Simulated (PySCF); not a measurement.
## Two-component Hartree-Fock for Cr²⁺ (chromium, charge +2)

Start: [Ar] 3d4; 3d3/2 filled at m_j = -3/2, -1/2, +1/2, +3/2. Calculated with PySCF 2.14 in x2c-TZVPPall-2c: generalised Hartree-Fock with the X2C-1e Hamiltonian and a Gaussian nucleus; one run each with spin-orbit coupling (SO) switched off, then screened by Boettger's factors.

```tsv
spinor shell	electrons	ε, spin-free (eV)	ε, screened SO (eV)	weight of nominal j (screened SO)	rms radius, screened SO (bohr)
1s1/2	2	-6064.5	-6064.4	1.000	0.0734
2s1/2	2	-745.72	-745.70	1.000	0.316
2p1/2	2	-626.98	-633.34	0.980	0.286
3s1/2	2	-113.50	-113.49	1.000	0.965
3p1/2	2	-78.447	-79.945	0.657	1.04
3p3/2	4	-78.447	-77.697	0.828	1.04
3d3/2	4	-32.367	-32.372	0.510	1.33
```

(1) Where does 2p3/2 lie, and what is the 2p spin-orbit splitting (screened SO)?

```tsv
quantity	spin-free	screened SO
E (hartree)	-1048.86189	-1048.87476
M_J	0	0
⟨J²⟩	4.005	3.943
⟨L²⟩	6.004	6.003
⟨S²⟩	6.001	5.999
```

The determinant has a definite M_J but mixes levels of different J.

Each row is a mean over spinors that exchange with the open shell spreads, by up to 12.527 eV (3p3/2).

Rows whose weight is well below 1 are mixtures of j = l ± 1/2: exchange outweighs spin-orbit coupling there, and the label is only the starting occupation.

Without spin-orbit coupling the j labels of p, d and f shells carry no meaning; the spin-free column gives the mean over the occupied spinors of each nl shell, and its ⟨J²⟩ belongs to a mixture of degenerate components.

Answers

(1) At -623.84 eV, 9.494 eV above 2p1/2.
